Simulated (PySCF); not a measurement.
HNSi. Atoms are numbered in the order given.

```xyz
3

H      0.0000     0.0000    -1.9384
N      0.0000     0.0000    -0.9383
Si     0.0000     0.0000     0.6076
```

Geometry optimised at PBE0-D3(BJ)/def2-TZVPD.

Method: TDA-CAM-B3LYP/def2-TZVPD in PySCF.

Vertical excitations; the highest root listed may be one member of a degenerate set.  State labels are in the subgroup C2v.

Q: Estimate the UV-visible absorptions. (Estimate from the structure and the level; the computed values follow.)

A: 
```json
[
 {"state": "S1", "symmetry": "A2", "energy (eV)": "4.92", "λ (nm)": "252", "f": "0.000", "main pairs": "HOMO−1→LUMO+1 49 %, HOMO→LUMO 49 %"},
 {"state": "S2", "symmetry": "A1", "energy (eV)": "5.14", "λ (nm)": "241", "f": "0.000", "main pairs": "HOMO→LUMO+1, HOMO−1→LUMO (degenerate set)"},
 {"state": "S3", "symmetry": "A2", "energy (eV)": "5.14", "λ (nm)": "241", "f": "0.000", "main pairs": "HOMO→LUMO, HOMO−1→LUMO+1 (degenerate set)"},
 {"state": "S4", "symmetry": "B2", "energy (eV)": "6.84", "λ (nm)": "181", "f": "0.114", "main pairs": "HOMO−2→LUMO+1 (degenerate set)"},
 {"state": "S5", "symmetry": "B1", "energy (eV)": "6.84", "λ (nm)": "181", "f": "0.114", "main pairs": "HOMO−2→LUMO (degenerate set)"},
 {"state": "S6", "symmetry": "B2", "energy (eV)": "7.45", "λ (nm)": "166", "f": "0.209", "main pairs": "HOMO→LUMO+2, HOMO→LUMO+3, HOMO−2→LUMO+1 (degenerate set)"},
 {"state": "S7", "symmetry": "B1", "energy (eV)": "7.45", "λ (nm)": "166", "f": "0.209", "main pairs": "HOMO−1→LUMO+2, HOMO−1→LUMO+3, HOMO−2→LUMO (degenerate set)"},
 {"state": "S8", "symmetry": "A1", "energy (eV)": "7.71", "λ (nm)": "161", "f": "0.151", "main pairs": "HOMO−1→LUMO 32 %, HOMO→LUMO+1 32 %, HOMO−2→LUMO+2 13 %, HOMO−2→LUMO+3 11 %"},
 {"state": "S9", "symmetry": "B2", "energy (eV)": "8.25", "λ (nm)": "150", "f": "0.017", "main pairs": "HOMO→LUMO+3, HOMO→LUMO+2 (degenerate set)"},
 {"state": "S10", "symmetry": "B1", "energy (eV)": "8.25", "λ (nm)": "150", "f": "0.017", "main pairs": "HOMO−1→LUMO+3, HOMO−1→LUMO+2 (degenerate set)"},
 {"state": "T1", "symmetry": "A1", "energy (eV)": "4.12", "λ (nm)": "301", "f": "0", "main pairs": "HOMO→LUMO+1 48 %, HOMO−1→LUMO 48 %"},
 {"state": "T2", "symmetry": "A1", "energy (eV)": "4.44", "λ (nm)": "279", "f": "0", "main pairs": "HOMO−1→LUMO, HOMO→LUMO+1 (degenerate set)"},
 {"state": "T3", "symmetry": "A2", "energy (eV)": "4.44", "λ (nm)": "279", "f": "0", "main pairs": "HOMO−1→LUMO+1, HOMO→LUMO (degenerate set)"},
 {"state": "T4", "symmetry": "B1", "energy (eV)": "4.67", "λ (nm)": "266", "f": "0", "main pairs": "HOMO−2→LUMO 97 %"}
]
```
Triplets are in the Tamm–Dancoff approximation.
